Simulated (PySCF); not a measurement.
Labels have come off several samples. The candidates:

A. SMILES C=C[P@@](=O)(O)C(F)(F)C(F)(F)F
B. `C#C[SiH2]C([SiH3])([SiH3])C=O`
C. SMILES [SiH3]c1ccpc(C2CC2)c1

Spectrum 1. ¹³C{¹H} NMR (computed): δ 190.0 (C), 164.2 (CH), 143.2 (CH), 141.9 (CH), 136.0 (C), 25.7 (CH), 23.4 (CH2).

Spectrum 2. ¹³C{¹H} NMR (computed): δ 148.8 (CH2), 133.9 (CH), 128.4 (C), 119.9 (C).

Spectrum 3. ¹³C{¹H} NMR (computed): δ 209.3 (CH), 105.8 (CH), 88.5 (C), 29.7 (C).

- σ from GIAO-PBE0/pcSseg-1
- geometry: GFN2-xTB
- run in PySCF
- one conformer, in vacuum, no relativistic terms, fast rotation and ring inversion assumed for equivalent nuclei

References, each an isolated molecule treated in the same way: ¹³C against TMS. Splittings of carbon signals by F and P are missing where no couplings were computed. Shifts are as computed. Against solution values, carbons near 30 ppm lie about +3 ppm off and those near 130 ppm about +5 ppm. Of 1211 compounds with measured shifts, 218 miss one by over three times the rms of a fit or turn the order of signals round; such compounds aren't used in these exercises.

Task: Match each spectrum to its structure.

Result: 1–C, 2–A, 3–B.

- Spectrum 1 (C): 7 ¹³C signals; δC 25.7 is a three-membered-ring carbon; δC 23.4 is a three-membered-ring carbon.
- Spectrum 2 (A): 4 ¹³C signals; δC 148.8 is a terminal =CH2 carbon; δC 133.9 is an alkene CH.
- Spectrum 3 (B): 4 ¹³C signals; δC 209.3 is an aldehyde carbonyl carbon; δC 88.5 is an alkyne carbon.
